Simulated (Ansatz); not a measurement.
Reaction (atomization): `[GeH3][SbH2]` → Ge• + 5 H• + Sb•

Calculated with Ansatz (gas phase, PBE0-D4/def2-TZVP geometries, no zero-point term in ΔE). CBS: MP2 limit from def2 TZ/QZ plus the TZ coupled-cluster correction, frozen cores. This one scheme is used for every species, atoms too. DFT in def2-TZVPP. B3LYP here is the variant with VWN-RPA as its local correlation; programs differ in this. Open shells (•) are unrestricted, without spin–orbit coupling. Spin–orbit coupling would lower the free atoms: clearly for Ge. Elements past krypton have def2 core potentials. Bonds to Ge, Sb are less sure, by a few kJ/mol each and by 10 to 20 or more in all where they break to atoms, as the def2 sets lack core-valence functions. Scalar relativity is left out up to krypton.

| level | ΔE (kJ/mol) | difference from CCSD(T)/CBS |
| --- | --- | --- |
| LDA (SPW92) | 1862.8 | 209.3 |
| CAM-B3LYP-D4 | 1649.0 | -4.5 |
| ωB97M-V | 1625.4 | -28.1 |
| PBE-QIDH | 1598.2 | -55.3 |
| B3LYP | 1627.2 | -26.3 |
| HF/def2-SVP | 1118.1 | -535.4 |
| CCSD(T)/def2-SVP | 1505.3 | -148.2 |
| CCSD(T)/def2-TZVPP | 1613.6 | -39.9 |
| HF/CBS(def2) | 1134.1 | -519.4 |
| CCSD/CBS(def2) | 1633.9 | -19.6 |
| CCSD(T)/CBS | 1653.5 | 0 |

Largest T1 diagnostic among the species: 0.013.

At CCSD(T), def2-SVP lies −148.2 kJ/mol from the extrapolated value and def2-TZVPP −39.9 kJ/mol: correlation converges slowly with the basis, and small sets miss more of it in the bonded molecule than in its fragments. From PBE to PBE0 (25 % exact exchange), in def2-TZVPP and without D4, ΔE moves by −10.4 kJ/mol: exact exchange takes away binding that semilocal exchange gives to molecules.

For atomizations the MP2-based limit and the directly extrapolated one differ by several kJ/mol either way, and by 10 to 25 for some Ge, Se and Sn compounds, so smaller differences from it don't rank the levels.
